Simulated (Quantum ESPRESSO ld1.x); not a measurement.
Results of a calculation; reference values are marked as such.
Question: The aim is the ytterbium ion Yb2+ in [Xe] 4f14. What will ld1.x (Quantum ESPRESSO 7.5) do with this input?

```
 &input
    zed=70.0,
    iswitch=1,
    rel=2,
    lsd=1,
    dft='PZ',
    config='[Xe] 4f14',
    lsmall=.true.,
    prefix='ld1',
    max_out_wfc=37,
    file_charge='ld1.rho',
 /
```

Answer: Refused. The program stops in ld1_readin with "local spin density and spin-orbit not allowed": spin polarisation goes with rel = 0 or 1 alone.

Output (excerpt):

```
     Program LD1 v.7.5 starts

 %%%%%%%%%%%%%%%%%%%%%%%%%%%%%%%%%%%%%%%%%%%%%%%%%%%%%%%%%%%%%%%%%%%%%%%%%%%%%%
     Error in routine ld1_readin (1):
     local spin density and spin-orbit not allowed
 %%%%%%%%%%%%%%%%%%%%%%%%%%%%%%%%%%%%%%%%%%%%%%%%%%%%%%%%%%%%%%%%%%%%%%%%%%%%%%

     stopping ...
```

Run on one thread of a shared host, so times are rough (Intel(R) Xeon(R) Processor @ 2.60GHz): 0.19 s of CPU time, 1.1 s wall.
